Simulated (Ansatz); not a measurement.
Reaction (germylene formation by 1,1-elimination): `[F][GeH2][GeH3]` → GeH₄ + `[F][GeH]`

Program: Ansatz. Geometries: PBE0-D4/def2-TZVP. ΔE: electronic, gas phase. CCSD(T)/CBS is the MP2 limit (def2-TZVPP, def2-QZVPP) plus CCSD(T) − MP2 in def2-TZVPP, frozen cores. For Ge outer-core shells are correlated without core-valence functions, which leaves a few kJ/mol of doubt a bond. Scalar relativity is left out up to krypton.

```csv
species,MP2/def2-QZVPP energy (Eh)
`[F][GeH2][GeH3]`,-4254.58042
GeH₄,-2078.26484
`[F][GeH]`,-2176.25682
```

(1) Work out ΔE.

Largest T1 diagnostic among the species: 0.014.

Results:

(1) ΔE = (-2078.26484) + (-2176.25682) − (-4254.58042) = 0.05876 Eh = +1.60 eV. CCSD(T)/CBS gives +1.46 eV.

From BLYP to BHLYP (50 % exact exchange), in def2-TZVPP and without D4, ΔE moves by +0.34 eV. The D4 term adds +0.10 eV with B3LYP and +0.06 eV with PBE0; it sums over pairs of atoms, weighted by their polarisabilities, and B3LYP, whose exchange is more repulsive, gets the larger term.

B3LYP here is the variant with VWN-RPA as its local correlation; programs differ in this.
